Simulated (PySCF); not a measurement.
Sb(F)3 cation (F3Sb), SMILES [F][Sb]([F])[F] (connectivity only; charge and spin as stated), charge +1, multiplicity 2. Geometry: B3LYP-D3(BJ)/def2-SVP. The spin state was assumed, not searched. The isomer is the one that the SMILES or the coordinates give; other isomers of the formula were not compared. The def2 effective core potentials stand for the cores of Sb; spin–orbit coupling is left out.

These are B3LYP-D3(BJ)/def2-SVP run with PySCF values and carry that method's errors.

Harmonic wavenumbers (cm⁻¹): 154, 154, 176, 635, 654, 654. Rotational constants (GHz): 4.660, 4.660, 2.914; symmetry number 3.

**Question.** Work out the zero-point energy and the ideal-gas rigid-rotor harmonic-oscillator thermochemistry at 298.15 K and 1 atm.

**Answer.** ZPE = ½ Σ hcν = ½ × 2427 cm⁻¹ = 14.52 kJ/mol. H − E(el) = 30.42 kJ/mol. Entropy in J/(mol K): translation 173.42, rotation 99.79, vibration 36.53, spin 5.76, total 315.51. G − E(el) = -63.65 kJ/mol. Cp = 68.68 J/(mol K).
